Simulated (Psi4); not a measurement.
A run for Psi4: SAPT0/jun-cc-pV(D+d)Z on CH3NO (a complex).

```
memory 2025 MB

molecule dimer {
0 1
N    -0.12997870   -0.12656687   -0.16964625
H    -0.35564715    0.83948725    0.03754899
H    -0.91526728   -0.69402891    0.12766004
H     0.66495904   -0.38287252    0.40425204
--
0 1
C     0.55708585   -0.18282572    3.21435916
O    -0.31276729    0.16054118    3.83967983
units angstrom
symmetry c1
no_reorient
no_com
}

set {
  basis jun-cc-pV(D+d)Z
  scf_type df
  freeze_core true
}

energy('sapt0')
```

Output:

```
[...]
==> Input File <==

--------------------------------------------------------------------------
memory 2025 MB

molecule dimer {
0 1
N    -0.12997870   -0.12656687   -0.16964625
H    -0.35564715    0.83948725    0.03754899
H    -0.91526728   -0.69402891    0.12766004
H     0.66495904   -0.38287252    0.40425204
--
0 1
C     0.55708585   -0.18282572    3.21435916
O    -0.31276729    0.16054118    3.83967983
units angstrom
symmetry c1
no_reorient
no_com
}

set {
  basis jun-cc-pV(D+d)Z
  scf_type df
  freeze_core true
}

energy('sapt0')
--------------------------------------------------------------------------


   => Loading Basis Set <=

    Name: JUN-CC-PV(D+D)Z
    Role: ORBITAL
    Keyword: BASIS
    atoms 1   entry N          line   222 file jun-cc-pv_dpd_z.gbs
    atoms 2-4 entry H          line    60 file jun-cc-pv_dpd_z.gbs
    atoms 5   entry C          line   188 file jun-cc-pv_dpd_z.gbs
    atoms 6   entry O          line   256 file jun-cc-pv_dpd_z.gbs

   => Loading Basis Set <=

    Name: JUN-CC-PV(D+D)Z
    Role: ORBITAL
    Keyword: BASIS
    atoms 1   entry N          line   222 file jun-cc-pv_dpd_z.gbs
    atoms 2-4 entry H          line    60 file jun-cc-pv_dpd_z.gbs
    atoms 5   entry C          line   188 file jun-cc-pv_dpd_z.gbs
    atoms 6   entry O          line   256 file jun-cc-pv_dpd_z.gbs


  //>>>>>>>>>>>>>>>>>>>>>>>>>>>>>>>>>>>//
  //              Dimer HF             //
  //<<<<<<<<<<<<<<<<<<<<<<<<<<<<<<<<<<<//

   => Libint2 <=

    Primary   basis highest AM E, G, H:  7, 6, 3
    Auxiliary basis highest AM E, G, H:  7, 7, 4
    Onebody   basis highest AM E, G, H:  -, -, -
    Solid Harmonics ordering:            Gaussian


   => Loading Basis Set <=

    Name: JUN-CC-PV(D+D)Z
    Role: ORBITAL
    Keyword: BASIS
    atoms 1   entry N          line   222 file jun-cc-pv_dpd_z.gbs
    atoms 2-4 entry H          line    60 file jun-cc-pv_dpd_z.gbs
    atoms 5   entry C          line   188 file jun-cc-pv_dpd_z.gbs
    atoms 6   entry O          line   256 file jun-cc-pv_dpd_z.gbs


         ---------------------------------------------------------
                                   SCF
               by Justin Turney, Rob Parrish, Andy Simmonett
                          and Daniel G. A. Smith
                              RHF Reference
                        1 Threads,   1931 MiB Core
         ---------------------------------------------------------

  ==> Geometry <==

    Molecular point group: c1
    Full point group: C1

    Geometry (in Angstrom), charge = 0, multiplicity = 1:

       Center              X                  Y                   Z               Mass
    ------------   -----------------  -----------------  -----------------  -----------------
         N           -0.129978700000    -0.126566870000    -0.169646250000    14.003074004430
         H           -0.355647150000     0.839487250000     0.037548990000     1.007825032230
         H           -0.915267280000    -0.694028910000     0.127660040000     1.007825032230
         H            0.664959040000    -0.382872520000     0.404252040000     1.007825032230
         C            0.557085850000    -0.182825720000     3.214359160000    12.000000000000
         O           -0.312767290000     0.160541180000     3.839679830000    15.994914619570

  Running in c1 symmetry.

  Rotational constants: A =      1.81663  B =      0.04654  C =      0.04582 [cm^-1]
  Rotational constants: A =  54461.17187  B =   1395.28881  C =   1373.54984 [MHz]
  Nuclear repulsion =   54.643377043611515

  Charge       = 0
  Multiplicity = 1
  Electrons    = 24
  Nalpha       = 12
  Nbeta        = 12

  ==> Algorithm <==

  SCF Algorithm Type is DF.
  DIIS enabled.
  MOM disabled.
  Fractional occupation disabled.
  Guess Type is SAD.
  Energy threshold   = 1.00e-08
  Density threshold  = 1.00e-08
  Integral threshold = 1.00e-12

  ==> Primary Basis <==

  Basis Set: JUN-CC-PV(D+D)Z
    Blend: JUN-CC-PV(D+D)Z
    Number of shells: 33
    Number of basis functions: 69
    Number of Cartesian functions: 72
    Spherical Harmonics?: true
    Max angular momentum: 2

   => Loading Basis Set <=

    Name: (JUN-CC-PV(D+D)Z AUX)
    Role: JKFIT
    Keyword: DF_BASIS_SCF
    atoms 1   entry N          line   202 file jun-cc-pvdz-jkfit.gbs
    atoms 2-4 entry H          line    70 file jun-cc-pvdz-jkfit.gbs
    atoms 5   entry C          line   146 file jun-cc-pvdz-jkfit.gbs
    atoms 6   entry O          line   258 file jun-cc-pvdz-jkfit.gbs

  ==> Integral Setup <==

  DFHelper Memory: AOs need 0.012 GiB; user supplied 1.414 GiB.
  SCF_SUBTYPE=INCORE selected. In-core MEM_DF algorithm will be used.
  Using in-core AOs.

  ==> MemDFJK: Density-Fitted J/K Matrices <==

    J tasked:                   Yes
    K tasked:                   Yes
    wK tasked:                   No
    OpenMP threads:               1
    Algorithm:                 Core
    Schwarz Cutoff:           1E-12
    Mask sparsity (%):       0.9662
    Fitting Condition
[...]
  7 ]
    NB   [     7 ]

  @DF-RHF Final Energy:  -112.75309410188063

   => Energetics <=

    Nuclear Repulsion Energy =             22.5787070780984038
    One-Electron Energy =                -198.1916240870972956
    Two-Electron Energy =                  62.8598229071182573
    Total Energy =                       -112.7530941018806345

Computation Completed


Properties will be evaluated at   0.000000,   0.000000,   0.000000 [a0]

Properties computed using the SCF density matrix


 Multipole Moments:

 ------------------------------------------------------------------------------------
     Multipole            Electronic (a.u.)      Nuclear  (a.u.)        Total (a.u.)
 ------------------------------------------------------------------------------------

 L = 1.  Multiply by 2.5417464519 to convert [e a0] to [Debye]
 Dipole X            :         -1.5076114            1.5880820            0.0804706
 Dipole Y            :         -0.3859040            0.3540877           -0.0318163
 Dipole Z            :        -94.5517491           94.4930972           -0.0586519
 Magnitude           :                                                    0.1045363

 ------------------------------------------------------------------------------------

  Constructing Basis Sets for SAPT...

   => Loading Basis Set <=

    Name: (JUN-CC-PV(D+D)Z AUX)
    Role: RIFIT
    Keyword: DF_BASIS_SAPT
    atoms 1   entry N          line   144 file jun-cc-pvdz-ri.gbs
    atoms 2-4 entry H          line    30 file jun-cc-pvdz-ri.gbs
    atoms 5   entry C          line   100 file jun-cc-pvdz-ri.gbs
    atoms 6   entry O          line   188 file jun-cc-pvdz-ri.gbs

   => Loading Basis Set <=

    Name: (JUN-CC-PV(D+D)Z AUX)
    Role: JKFIT
    Keyword: DF_BASIS_ELST
    atoms 1   entry N          line   202 file jun-cc-pvdz-jkfit.gbs
    atoms 2-4 entry H          line    70 file jun-cc-pvdz-jkfit.gbs
    atoms 5   entry C          line   146 file jun-cc-pvdz-jkfit.gbs
    atoms 6   entry O          line   258 file jun-cc-pvdz-jkfit.gbs


  //>>>>>>>>>>>>>>>>>>>>>>>>>>>>>>>>>>>//
  //               SAPT0               //
  //<<<<<<<<<<<<<<<<<<<<<<<<<<<<<<<<<<<//



        SAPT0
    Ed Hohenstein
     6 June 2009

      Orbital Information
  --------------------------
    NSO        =        69
    NMO        =        69
    NRI        =       237
    NRI (Elst) =       306
    NOCC A     =         5
    NOCC B     =         7
    FOCC A     =         1
    FOCC B     =         2
    NVIR A     =        64
    NVIR B     =        62

    Elst10,r            =    -0.001035371406 [Eh]
    Exch10              =     0.002605374128 [Eh]
    Exch10 (S^2)        =     0.002598627796 [Eh]

    Maxiter = 50
    CPHF R converge = 1.000000E-08

    Iter     Energy [mEh]          dE [mEh]         Residual      Time [s]
       1      -0.43305227       0.433052274     2.723058e-03             0
       2      -0.53701468       0.103962405     6.890238e-04             0
       3      -0.53827027       0.001255590     2.991955e-04             0
       4      -0.53569923      -0.002571044     6.297839e-05             0
       5      -0.53606823       0.000369001     1.289735e-05             0
       6      -0.53608186       0.000013636     2.087116e-06             0
       7      -0.53607184      -0.000010020     3.330656e-07             0
       8      -0.53607324       0.000001399     6.396022e-08             0
       9      -0.53607306      -0.000000177     1.244713e-08             0
      10      -0.53607308       0.000000012     2.735791e-09             0

    CHF Iterations converged

    Maxiter = 50
    CPHF R converge = 1.000000E-08

    Iter     Energy [mEh]          dE [mEh]         Residual      Time [s]
       1      -0.17406330       0.174063299     2.210583e-03             0
       2      -0.20666605       0.032602752     1.203891e-03             0
       3      -0.21663947       0.009973423     2.074175e-04             0
       4      -0.21540716      -0.001232318     7.651808e-05             0
       5      -0.21547243       0.000065272     2.323575e-05             0
       6      -0.21554501       0.000072586     3.375682e-06             0
       7      -0.21553083      -0.000014183     7.451992e-07             0
       8      -0.21553298       0.000002145     2.997715e-07             0
       9      -0.21553260      -0.000000376     7.651106e-08             0
      10      -0.21553253      -0.000000069     1.489829e-08             0
      11      -0.21553255       0.000000022     2.640823e-09             0

    CHF Iterations converged

    Ind20,r (A<-B)      =    -0.000536073077 [Eh]
    Ind20,r (B<-A)      =    -0.000215532553 [Eh]
    Ind20,r             =    -0.000751605629 [Eh]
    Exch-Ind20,r (A<-B) =     0.000492162405 [Eh]
    Exch-Ind20,r (B<-A) =     0.000172707219 [Eh]
    Exch-Ind20,r        =     0.000664869624 [Eh]
    Disp20              =    -0.001164590341 [Eh]
    Disp20 (SS)         =    -0.000582295170 [Eh]
    Disp20 (OS)         =    -0.000582295170 [Eh]
    Exch-Disp20         =     0.000145673036 [Eh]
    Exch-Disp20 (SS)    =     0.000080813291 [Eh]
    Exch-Disp20 (OS)    =     0.000064859745 [Eh]

    SAPT Results
  --------------------------------------------------------------------------------------------------------
    Electrostatics                 -1.03537141 [mEh]      -0.64970537 [kcal/mol]      -2.71836725 [kJ/mol]
      Elst10,r                     -1.03537141 [mEh]      -0.64970537 [kcal/mol]      -2.71836725 [kJ/mol]

    Exchange                        2.60537413 [mEh]       1.63489695 [kcal/mol]       6.84040883 [kJ/mol]
      Exch10                        2.60537413 [mEh]       1.63489695 [kcal/mol]       6.84040883 [kJ/mol]
      Exch10(S^2)                   2.59862780 [mEh]       1.63066356 [kcal/mol]       6.82269634 [kJ/mol]

    Induction                      -0.31046303 [mEh]      -0.19481849 [kcal/mol]      -0.81512057 [kJ/mol]
      Ind20,r                      -0.75160563 [mEh]      -0.47163965 [kcal/mol]      -1.97334031 [kJ/mol]
      Exch-Ind20,r                  0.66486962 [mEh]       0.41721199 [kcal/mol]       1.74561496 [kJ/mol]
      delta HF,r (2)               -0.22372702 [mEh]      -0.14039083 [kcal/mol]      -0.58739522 [kJ/mol]

    Dispersion                     -1.01891730 [mEh]      -0.63938026 [kcal/mol]      -2.67516701 [kJ/mol]
      Disp20                       -1.16459034 [mEh]      -0.73079147 [kcal/mol]      -3.05763152 [kJ/mol]
      Exch-Disp20                   0.14567304 [mEh]       0.09141121 [kcal/mol]       0.38246450 [kJ/mol]
      Disp20 (SS)                  -0.58229517 [mEh]      -0.36539574 [kcal/mol]      -1.52881576 [kJ/mol]
      Disp20 (OS)                  -0.58229517 [mEh]      -0.36539574 [kcal/mol]      -1.52881576 [kJ/mol]
      Exch-Disp20 (SS)              0.08081329 [mEh]       0.05071111 [kcal/mol]       0.21217527 [kJ/mol]
      Exch-Disp20 (OS)              0.06485975 [mEh]       0.04070010 [kcal/mol]       0.17028924 [kJ/mol]

  Total HF                          1.25953969 [mEh]       0.79037309 [kcal/mol]       3.30692101 [kJ/mol]
  Total SAPT0                       0.24062239 [mEh]       0.15099283 [kcal/mol]       0.63175399 [kJ/mol]

  Special recipe for scaled SAPT0 (see Manual):
    Electrostatics sSAPT0          -1.03537141 [mEh]      -0.64970537 [kcal/mol]      -2.71836725 [kJ/mol]
    Exchange sSAPT0                 2.60537413 [mEh]       1.63489695 [kcal/mol]       6.84040883 [kJ/mol]
    Induction sSAPT0               -0.30527134 [mEh]      -0.19156066 [kcal/mol]      -0.80148980 [kJ/mol]
    Dispersion sSAPT0              -1.01777981 [mEh]      -0.63866647 [kcal/mol]      -2.67218051 [kJ/mol]
  Total sSAPT0                      0.24695157 [mEh]       0.15496445 [kcal/mol]       0.64837126 [kJ/mol]
  --------------------------------------------------------------------------------------------------------



*** Psi4 exiting successfully. Buy a developer a beer!
```

The run finished.

Cost: very roughly 6 core-seconds.
